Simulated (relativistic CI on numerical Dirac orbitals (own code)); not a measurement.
# Hyperfine structure of Pr XIII, mass number 141

Method of calculation: Dirac-Coulomb-Breit CI, orbitals from a KLI potential per configuration, QED by a radiative potential, unscaled Slater integrals (own radial code, finite nucleus).

Configurations in the expansion (outside the closed core [Kr]): 4d10 5s, 4d10 4f, 4d10 5p, 4d10 5d, 4d10 5f, 4d9 5s 4f, 4d10 5g, 4d10 6s, 4d10 6p, 4d9 5s2, 4d10 6d. Double excitations out of closed p, d and f shells are left out; levels of such configurations are missing from the list, as are those of other unlisted configurations, and high levels can miss mixing partners.

Nuclear spin I = 5/2, μ = 4.266 μN, Q = -0.0589 b (tables of Stone and Pyykkö). The electronic factors are computed for point nuclear moments, without core polarisation or the Bohr-Weisskopf and QED corrections.

```csv
Level,E (cm⁻¹),A (GHz),B (GHz)
4d10 5s 2S_1/2,0,182.4,
4d10 4f 2F°_5/2,102740,1.552,-0.0553
4d10 4f 2F°_7/2,106113,0.8484,-0.0632
4d10 5p 2P°_1/2,167735,50.92,
4d10 5p 2P°_3/2,210321,7.565,-0.493
4d10 5d 2D_3/2,488263,2.992,-0.0678
4d10 5d 2D_5/2,495862,1.225,-0.0878
4d10 6s 2S_1/2,733808,77.87,
```

Levels with J = 0, under 50 % of one LS term, or S terms without an open s electron are left out. Small factors come from cancelling terms and can be off by tens of per cent or more.

At this charge transitions that keep the count of f electrons are usually good to a few per cent. Levels and lines within the n = 5 or 6 shells can be off by up to 10 % or somewhat more, and those that change n by about 2 %, since core polarisation is missing. Levels that differ in their count of f electrons can be misplaced by several ten thousand cm⁻¹, since the correlation energy of f electrons is missing or only estimated; rates across such gaps can be off by orders of magnitude.

Question: Give the hyperfine levels of 4d10 5s 2S_1/2 relative to its centre of gravity.

Answer: With K = F(F + 1) − I(I + 1) − J(J + 1), E = AK/2: F = 2: -319.1, F = 3: 228 GHz.

LS names give the leading component of a level, which can be under half, so a name can repeat, a term be missing and a line seem to break the LS rules.
